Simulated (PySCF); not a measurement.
Sc⁺: excitation energy

Sc⁺ [Ar] 3d1 4s1 (3D) → Sc⁺ [Ar] 3d2 (3F), as a difference of total energies. All numbers are calculated (PySCF 2.14, scalar relativity by spin-free X2C-1e, in aug-cc-pVTZ-DK (8s7p5d3f2g, 93 functions)). Correlated levels: valence: [Ar] frozen. The calculations carry no spin-orbit coupling.

```json
{"method": "UHF", "excitation energy (cm⁻¹)": "7347.7", "error (cm⁻¹)": "+2544"}
{"method": "LDA", "excitation energy (cm⁻¹)": "2740.7", "error (cm⁻¹)": "-2063"}
{"method": "PBE", "excitation energy (cm⁻¹)": "2012.6", "error (cm⁻¹)": "-2791"}
{"method": "PBE0", "excitation energy (cm⁻¹)": "2423.2", "error (cm⁻¹)": "-2380"}
{"method": "MP2 (valence)", "excitation energy (cm⁻¹)": "6913.0", "error (cm⁻¹)": "+2110"}
{"method": "SCS-MP2 (valence)", "excitation energy (cm⁻¹)": "7202.8", "error (cm⁻¹)": "+2399"}
```

Reference: 4803.5 cm⁻¹ (measured; NIST levels, between the centres of gravity of the two terms).

Errors of the correlated levels include the incompleteness of this basis and the frozen core.
